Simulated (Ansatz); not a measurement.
Species: H₂₀Ge₇Si₂, SMILES `[SiH3][GeH2][GeH2][GeH2][GeH2][GeH2][GeH2][GeH2][SiH3]` (charge 0, multiplicity 1).

**Question.** Give a relaxed geometry from r2SCAN-D4/def2-SVP (Ansatz, a program for electronic structure).

**Answer.** Several could match; the one computed here: the end point of this relaxation, one of several conformers (outside a Z-matrix the atoms follow the SMILES, hydrogens last).
Z-matrix (Å, degrees):
```
Ge
H 1 1.5406
H 1 1.5406 2 107.43
Ge 1 2.4236 2 109.36 3 118.61
H 4 1.5407 1 109.17 2 61.63
H 4 1.5408 5 107.37 1 -118.28
Ge 4 2.4229 5 109.27 6 -118.30
H 7 1.5408 4 109.26 5 178.91
H 7 1.5408 8 107.33 4 -118.44
Ge 1 2.4236 2 109.41 3 -118.57
H 10 1.5407 1 109.25 2 -62.41
H 10 1.5408 11 107.37 1 118.26
Ge 10 2.4229 11 109.23 12 118.34
H 13 1.5408 10 109.29 11 179.30
H 13 1.5408 14 107.33 10 118.39
Ge 13 2.4241 14 109.34 15 118.59
H 16 1.5402 13 108.81 14 178.80
H 16 1.5402 17 107.43 13 117.60
Si 16 2.3802 17 110.27 18 120.25
H 19 1.4944 16 109.46 17 -179.80
H 19 1.4944 20 108.74 16 119.50
H 19 1.4949 20 108.88 21 118.49
Ge 7 2.4241 8 109.44 9 -118.56
H 23 1.5402 7 108.83 8 -63.12
H 23 1.5402 24 107.43 7 117.54
Si 23 2.3802 24 110.30 25 120.24
H 26 1.4944 23 109.45 24 60.59
H 26 1.4944 27 108.73 23 -119.52
H 26 1.4949 27 108.88 28 -118.48
```
